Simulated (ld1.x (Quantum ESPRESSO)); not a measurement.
Ni (Z = 28): PAW pseudisation with LDA (PZ), scalar-relativistic reference atom.

nickel (Ni), PAW, made with ld1.x (Quantum ESPRESSO) 7.5 (LDA (PZ), scalar-relativistic). Core [Ne], reference 3s2 3p6 3d8 4s1.5 4p0.5. Waves: 3s (bound): rcut 1.00, rcutus 1.30 bohr; 4s (bound): rcut 1.00, rcutus 1.30 bohr; 3p (bound): rcut 1.25, rcutus 1.30 bohr; 4p (bound): rcut 1.25, rcutus 1.30 bohr; 3d (bound): rcut 1.20, rcutus 1.30 bohr; 3d channel at 1.25 Ry: rcut 1.20, rcutus 1.30 bohr; 4f channel at 0.35 Ry: rcut 1.15, rcutus 1.25 bohr; 4f channel at 0.75 Ry: rcut 1.15, rcutus 1.25 bohr. Local part: all-electron potential smoothed inside 0.95 bohr (lloc = -1). Core correction: Bessel-smoothed model core, default radius (core density twice the valence density). Augmentation charge: BESSEL, radius 1.10 bohr.

Poles of the logarithmic derivatives, all-electron (AE) and pseudo (PS). s: poles at -7.5 (AE) and -7.5 (PS) Ry. p: poles at -4.4 (AE) and -4.5 (PS) Ry. d: poles at 0.6 (AE) and 0.6 (PS) Ry. f: poles at no energy (AE) and no energy (PS) Ry. Test radius 1.40 bohr.

- Largest excitation error: +154 meV (all-electron minus pseudo) for 3s2 3p6 3d6 4s0 4p0, out of 7 test configurations
- Lowest eigenvalue of the overlap operator: -1.26 (p channel); it is negative, so in a basis up to 400 Ry S is not positive definite and the file is unfit for use

The ghost test of this file was not conclusive. Its overlap operator is not positive definite in a basis up to 400 Ry (lowest eigenvalue p -1.26, f -0.88), so the file is unfit for use: the generalised eigenproblem breaks down once the basis is large enough, and its test numbers describe a broken file.
